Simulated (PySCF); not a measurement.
Simulated characterisation data

Method: NMR shieldings at PBE0/pcSseg-1/GIAO, GFN2-xTB structure, in PySCF 2.14.0 with density-fitted response routines (isolated molecule, one conformer, rapidly exchanging positions averaged, no relativistic terms).

Shifts are taken against calculated references (same method and geometry level): 1H, 13C vs TMS. Splittings of carbon signals by F and P are missing where no couplings were computed. Where no couplings were computed, multiplicities follow the n + 1 count of equivalent neighbours, and m marks all less simple cases (inequivalent or close neighbours, rings, F or P nearby). Shifts are as computed. Against solution values, carbons near 30 ppm lie about +3 ppm off and those near 130 ppm about +5 ppm. Of 1211 compounds with measured shifts, 218 miss one by over three times the rms of a fit or turn the order of signals round; such compounds aren't used in these exercises.

**1.** `C#CC[Si](C)(C)[SiH3]`, C5H12Si2. 1H NMR (500 MHz, computed): δ 3.37 (s, 3H), 1.74 (d, 2H), 1.31 (t, 1H), 0.27 (s, 6H). 13C{1H} NMR (computed): δ 86.5, 73.7, 8.3, -0.8.

**2.** `C[Si@H](Cl)/C(F)=C\[SiH3]`, C3H8ClFSi2. 1H NMR (500 MHz, computed): δ 6.24 (m, 1H), 5.29 (m, 1H), 4.30 (d, 3H), 0.64 (d, 3H). 13C{1H} NMR (computed): δ 185.9, 116.5, 3.3.
